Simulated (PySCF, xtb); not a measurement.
GaHClBr, SMILES [Cl][GaH][Br].

xtb with GFN2-xTB at its own geometry gives an orbital gap of 4.56 eV and a dipole moment of 4.71 D.

Geometry optimised at TPSSh-D3(BJ)/def2-SVP.

What does PySCF with M06-2X/def2-TZVPD give? (The exact figures need the calculation; the answer reports its results.)

gap 8.56 eV (levels -9.89 and -1.33 eV), dipole 1.69 D.
